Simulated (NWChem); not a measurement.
SiH2F2; SMILES F[SiH2]F

```xyz
5

Si     0.0000     0.0000     0.4594
F      1.3151     0.0000    -0.4979
F     -1.3151     0.0000    -0.4979
H      0.0000     1.2578     1.2648
H      0.0000    -1.2578     1.2648
```
Atoms are numbered in this order, from 1.

Computed with NWChem. Geometry: optimised at PBE-D3(BJ)/def2-SVP. Vertical excitations in the gas phase.

### Question
Predict the results for CAM-B3LYP/def2-SVP, TDA. Quantities: lowest excitation, singlet (eV); oscillator strength of that lowest state; lowest state with f > 0.02, singlet (eV); orbital gap (eV).

### Answer
| Property | Value |
|---|---|
| lowest excitation, singlet (eV) | 8.98 |
| oscillator strength of that lowest state | 0.000 |
| lowest state with f > 0.02, singlet (eV) | 9.53 |
| orbital gap (eV) | 13.15 |
